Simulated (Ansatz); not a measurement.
`[OH][GeH]([F])[F]` + H₂Se → `[F][GeH]([F])[SeH]` + H₂O at 600 K and 1 bar (ligand exchange at a Ge–O bond).

Gas-phase electronic energies from Ansatz, PBE0-D4/def2-TZVP geometries. CBS: MP2 limit from def2 TZ/QZ plus the TZ coupled-cluster correction, frozen cores. This one scheme is used for every species. For Ge, Se outer-core shells are correlated without core-valence functions, which leaves a few kJ/mol of doubt a bond. Scalar relativity is left out up to krypton. Each species was taken in one conformer, which may not be the lowest.

```csv
species,CCSD(T)/CBS energy (Eh),H − E (kJ/mol),S (J/(mol·K))
`[OH][GeH]([F])[F]`,-2352.17909,115.3,379.6
H₂Se,-2401.89790,57.0,244.8
`[F][GeH]([F])[SeH]`,-4677.70208,104.1,416.0
H₂O,-76.37941,76.8,212.8
```

H − E and S are ideal-gas, rigid-rotor, harmonic terms from PBE0-D4/def2-TZVP, for one conformer and one mirror image of each species. 1 Eh = 2625.50 kJ/mol, R = 8.31446 J/(mol·K).

Task: By hand: ΔE, ΔH, ΔS and ΔG.

Result: ΔE = (-4677.70208) + (-76.37941) − (-2352.17909) − (-2401.89790) = -0.00450 Eh = -11.8 kJ/mol. Δ(H − E) = 104.1 + 76.8 − 115.3 − 57.0 = 8.6, so ΔH = -3.2 kJ/mol. ΔS = 416.0 + 212.8 − 379.6 − 244.8 = 4.4 J/(mol·K). ΔG = -3.2 − 600 × (4.4)/1000 = -5.8 kJ/mol.

Task: By hand: the equilibrium constant, and the temperature at which ΔG would vanish if ΔH and ΔS stayed fixed.

Result: log₁₀ K = −ΔG/(RT ln 10) = 0.5. ΔH and −TΔS have one sign here, so there is no such temperature. One of them is within its doubt of zero, so this could turn.

TΔS isn't small against ΔH here. The sign of ΔG lies within the doubt. A doubt of 5 kJ/mol in ΔE shifts log₁₀ K by 0.4 here. Other conformers and mirror images would add mixing entropy, several J/(mol·K) or more a flexible species. These are equilibria of isolated gas molecules and say nothing of rates. Largest T1 diagnostic: 0.012 (customary marks: 0.02 for closed shells, 0.045 for open ones).
